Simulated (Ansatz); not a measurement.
```yaml
crystal:
  periodic: [false, false, false]
  atoms:
    - {symbol: O, position_ang: [-0.108372, 1.864886, -0.936263]}
    - {symbol: C, position_ang: [0.561493, 0.663298, -1.127646]}
    - {symbol: S, position_ang: [-0.505463, -0.830535, -1.038976]}
    - {symbol: Si, position_ang: [-0.436868, -1.152154, 1.060885]}
    - {symbol: H, position_ang: [-0.484260, 1.877564, -0.051064]}
    - {symbol: H, position_ang: [1.398305, 0.829264, -0.433081]}
    - {symbol: H, position_ang: [1.398305, 0.529264, -0.433081]}
    - {symbol: H, position_ang: [-1.372356, -2.260513, 1.365572]}
    - {symbol: H, position_ang: [-0.860482, 0.074625, 1.795323]}
    - {symbol: H, position_ang: [0.938505, -1.492730, 1.512628]}
basis:
  gaussian: {orbitals: def2-SVPD, nuclear_model: gaussian}
hamiltonian: {xc: {name: PBE0}, dispersion: d3bjatm}
output: {forces: true}
```

```sh
$ ansatz run in.yaml --threads 2 --pin off --events-out ev --progress --plain --max-ram 4352MiB
```

Output, abridged:

```
Functional definition: PBE0
1258 factors; their error is unknown
mean field evaluation 1: about -21852.0830 eV, gradient 4.0e1 eV
mean field evaluation 2: about -21847.5972 eV, gradient 6.2e1 eV
mean field evaluation 4: about -21855.3493 eV, gradient 1.5e0 eV
mean field evaluation 8: about -21855.3572 eV, gradient 3.7e-2 eV
mean field evaluation 16: about -21855.5021 eV, gradient 5.0e-5 eV
mean field -21855.50207665 eV, -803.1748871254 hartree, gradient 5.0e-5 eV, S^2 0.000000; 0 other end points of the search recorded, 0 dependent functions left out
reference -21855.50211833 eV, -803.1748886572 hartree; 25, 25 occupied and 117, 117 virtual orbitals, 1258 factors
Total energy: -21855.70477956 eV, -803.1823363199 hartree
Atom 0 at    -0.108372     1.864886    -0.936263 Å, force     1.253196    -0.825110     0.597230 eV/Å
Atom 1 at     0.561493     0.663298    -1.127646 Å, force    -6.176298     0.376760    -6.051401 eV/Å
Atom 2 at    -0.505463    -0.830535    -1.038976 Å, force     1.442261     0.867322     0.330777 eV/Å
Atom 3 at    -0.436868    -1.152154     1.060885 Å, force    -0.426723    -0.146725     0.298485 eV/Å
Atom 4 at    -0.484260     1.877564    -0.051064 Å, force    -0.635894     0.219226     0.183664 eV/Å
Atom 5 at     1.398305     0.829264    -0.433081 Å, force     2.244128   121.846243     2.052224 eV/Å
Atom 6 at     1.398305     0.529264    -0.433081 Å, force     2.188683  -122.300574     2.435159 eV/Å
Atom 7 at    -1.372356    -2.260513     1.365572 Å, force    -0.062216    -0.162007     0.173502 eV/Å
Atom 8 at    -0.860482     0.074625     1.795323 Å, force     0.011146     0.147348     0.020323 eV/Å
Atom 9 at     0.938505    -1.492730     1.512628 Å, force     0.161717    -0.022483    -0.039963 eV/Å
Dipole moment:     0.175998    -0.030831     0.737408 e Å
```

Problem. What is wrong with this run?

Solution. One atom was put on top of another. Self-consistency was reached. The result belongs to that input, not to the molecule as meant.
